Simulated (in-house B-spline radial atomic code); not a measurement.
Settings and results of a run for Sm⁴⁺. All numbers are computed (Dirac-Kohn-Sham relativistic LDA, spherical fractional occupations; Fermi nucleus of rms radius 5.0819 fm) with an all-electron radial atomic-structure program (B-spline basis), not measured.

Command:
```bash
python run_scf.py task.json out
```
Settings (nuclear radius in fm, mass in u):
```
Z                62
configuration    [Xe] 4f4
hamiltonian      dirac
method           lda_x_rel,vwn
spin_polarised   False
nucleus          fermi
rms_radius       5.0819
atomic_mass      151.91974
speed_of_light   137.035999084
```

Output (hartree, bohr):
```
 radial grid: 69 intervals, B-splines of order 8, outer radius 30.8511 bohr

 iter        energy (Eh)    residual
    1      -10382.501688    6.44e-01
    2      -10391.866997    8.01e-01
    3      -10405.857419    1.60e-01
    4      -10406.370668    4.54e-02
    5      -10406.408837    1.46e-02
    6      -10406.412797    3.36e-03
    7      -10406.413012    6.67e-04
    8      -10406.413025    3.05e-05
    9      -10406.413025    1.18e-06
   10      -10406.413025    2.89e-08

 total energy                    -10406.41303
 kinetic                           11245.9485
 electron-nucleus                 -25380.0243
 Hartree                            3937.4644
 exchange-correlation               -209.8016

 first-order corrections (not in the total)
   Gaunt                            10.3272
   retardation                      -1.0866
   frequency dependence             -0.1301
   self-energy                       7.1681
   Uehling                          -1.1216
   Wichmann-Kroll                    0.0336
   recoil                            0.0244

 orbital      occ     eigenvalue          <r>       <r^2>       <1/r>       <r^4>       r_max    small
 1s1/2      2.000     -1704.4877     0.022836 0.000710526     68.5189 1.33782e-06     0.01456  5.27e-02
 2s1/2      2.000      -280.4220    0.0968293    0.011125     16.2942 0.000214139     0.08263  1.16e-02
 2p1/2      2.000      -266.2235     0.080959  0.00809283     16.2825 0.000132857     0.06254  1.17e-02
 2p3/2      4.000      -244.3162     0.087555  0.00933262     14.5244 0.000171028     0.06816  1.09e-02
 3s1/2      2.000       -63.0345     0.255445   0.0746868      5.9227   0.0084408      0.2347  3.63e-03
 3p1/2      2.000       -56.8627     0.244856   0.0697149     5.84273  0.00770751      0.2215  3.58e-03
 3p3/2      4.000       -52.4259      0.25756   0.0769138     5.39868  0.00931595      0.2335  3.36e-03
 3d3/2      4.000       -41.6247     0.228979   0.0617729     5.27776  0.00683754      0.1858  3.25e-03
 3d5/2      6.000       -40.6564      0.23295   0.0637945     5.16617  0.00725273      0.1892  3.18e-03
 4s1/2      2.000       -14.0601     0.578555    0.377974     2.48354    0.207631      0.5402  1.16e-03
 4p1/2      2.000       -11.6809     0.591502    0.398208     2.38153    0.236818      0.5453  1.09e-03
 4p3/2      4.000       -10.6889     0.619992    0.437177     2.23096    0.285275      0.5708  1.01e-03
 4d3/2      4.000        -6.7434      0.65803    0.501931     2.02028    0.407058      0.5806  8.57e-04
 4d5/2      6.000        -6.5634     0.667949    0.516999     1.98319    0.431829      0.5889  8.37e-04
 5s1/2      2.000        -3.1993      1.34427      2.0237    0.996441     5.90531       1.229  2.74e-04
 5p1/2      2.000        -2.5029       1.4734     2.44221    0.898961     8.78648       1.325  2.28e-04
 5p3/2      4.000        -2.3419      1.54549     2.68494    0.848824      10.592       1.391  2.10e-04
 4f5/2      1.714        -1.9382     0.840398    0.883984     1.51325     1.77176      0.5911  5.15e-04
 4f7/2      2.286        -1.9139     0.847996    0.900325      1.4999     1.83942      0.5955  5.08e-04
```

Cost of the run: 3.1 s on 1 thread of Arm Neoverse N1, with other jobs on the host.

For the Dirac Hamiltonian the kinetic term is c α·p + (β - 1)c².
